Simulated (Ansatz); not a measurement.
Saddle point of Si4H13ClO, closed shell (Si₄H₁₀ ([SiH3][SiH]([SiH3])[SiH3]) + HCl + H₂O → Si₃H₇Cl ([SiH3][SiH]([SiH3])[Cl]) + SiH₄ + H₂O; bonds formed: Si1–Cl7, Si2–H8, H6–O9; bonds broken: Si1–Si2, H6–Cl7, H8–O9), PBE0-D4/def2-TZVP structure:

Si1  (-0.676, -0.038, -0.364)
Si2  (1.388, 0.840, -1.406)
Si3  (-1.876, 0.705, 1.501)
Si4  (-0.698, -2.229, -1.157)
H5  (-1.228, 0.874, -1.445)
H6  (1.342, 0.255, 1.786)
Cl7  (0.944, -1.529, 1.438)
H8  (0.793, 0.888, 0.299)
O9  (1.335, 1.252, 1.544)
H10  (1.059, 0.121, -2.659)
H11  (1.318, 2.309, -1.598)
H12  (2.724, 0.431, -0.912)
H13  (-3.247, 0.155, 1.315)
H14  (-1.315, 0.265, 2.795)
H15  (-1.950, 2.188, 1.431)
H16  (-1.554, -2.261, -2.382)
H17  (-1.285, -3.124, -0.135)
H18  (0.673, -2.641, -1.539)
H19  (2.253, 1.539, 1.490)
(Å)

Energies are electronic, without zero-point energy. Barriers and step energies count from the start structure reached by relaxing down the imaginary mode; all methods use the PBE0-D4 structures, on which another method's saddle can fall below an end. Computed with Ansatz 0.2.0 (basis: def2-TZVPP, with def2-QZVPP for the basis limit); correlated methods freeze the cores. B3LYP uses VWN-RPA correlation. Extrapolation: Hartree–Fock as exp(−7.88 √X), correlation as X^−2.97.

```json
{"method": "SPW92", "barrier (kcal/mol)": "25.82", "step energy (kcal/mol)": "-6.84"}
{"method": "PBE-D4", "barrier (kcal/mol)": "34.68", "step energy (kcal/mol)": "-9.89"}
{"method": "BLYP-D4", "barrier (kcal/mol)": "38.51", "step energy (kcal/mol)": "-13.93"}
{"method": "r2SCAN-D4", "barrier (kcal/mol)": "37.35", "step energy (kcal/mol)": "-13.07"}
{"method": "B97M-V", "barrier (kcal/mol)": "43.70", "step energy (kcal/mol)": "-13.41"}
{"method": "PBE0-D4", "barrier (kcal/mol)": "39.90", "step energy (kcal/mol)": "-11.39"}
{"method": "B3LYP-D4", "barrier (kcal/mol)": "42.73", "step energy (kcal/mol)": "-14.72"}
{"method": "r2SCAN0-D4", "barrier (kcal/mol)": "?", "step energy (kcal/mol)": "-13.78"}
{"method": "BHLYP-D4", "barrier (kcal/mol)": "48.56", "step energy (kcal/mol)": "-16.66"}
{"method": "CAM-B3LYP-D4", "barrier (kcal/mol)": "45.20", "step energy (kcal/mol)": "-15.56"}
{"method": "wB97X-V", "barrier (kcal/mol)": "?", "step energy (kcal/mol)": "-15.05"}
{"method": "wB97M-V", "barrier (kcal/mol)": "42.87", "step energy (kcal/mol)": "-16.11"}
{"method": "B2PLYP", "barrier (kcal/mol)": "45.31", "step energy (kcal/mol)": "-16.40"}
{"method": "PBE-QIDH", "barrier (kcal/mol)": "43.42", "step energy (kcal/mol)": "-14.09"}
{"method": "RPA on PBE", "barrier (kcal/mol)": "47.50", "step energy (kcal/mol)": "-15.53"}
{"method": "HF", "barrier (kcal/mol)": "64.22", "step energy (kcal/mol)": "-23.55"}
{"method": "MP2", "barrier (kcal/mol)": "?", "step energy (kcal/mol)": "-15.57"}
{"method": "CCSD", "barrier (kcal/mol)": "50.82", "step energy (kcal/mol)": "-15.78"}
{"method": "CCSD(T)", "barrier (kcal/mol)": "47.28", "step energy (kcal/mol)": "-14.51"}
```

(1) Fill in the withheld barriers. (Judge from chemistry; the value comes from the calculation.)

T1 diagnostic: at most 0.014.

## Answers

(1) The calculation gives: r2SCAN0-D4 41.31; wB97X-V 45.44; MP2 44.01 kcal/mol. Each is the energy of the saddle less that of the start structure, by the same method.

For comparison, the barrier by CCSD(T) at an estimated basis limit (MP2 extrapolated from triple and quadruple zeta, plus CCSD(T) − MP2 in triple zeta) is 44.45 kcal/mol.

Labels in which every atom is bracketed show which atoms are joined, not bond orders.

For scale, one of the runs: CCSD(T)/def2-TZVPP, 423 basis functions, launched by `ansatz run in.yaml --threads 4 --pin off --events-out ev --progress --plain --max-ram 46080MiB --backend cuda --devices 0, --max-vram 37GiB`. The run took 33 s on 4 CPU threads of an AMD EPYC 7R13 and a share of one NVIDIA H100 (shared host), with 1.1 GiB of host memory at its peak.
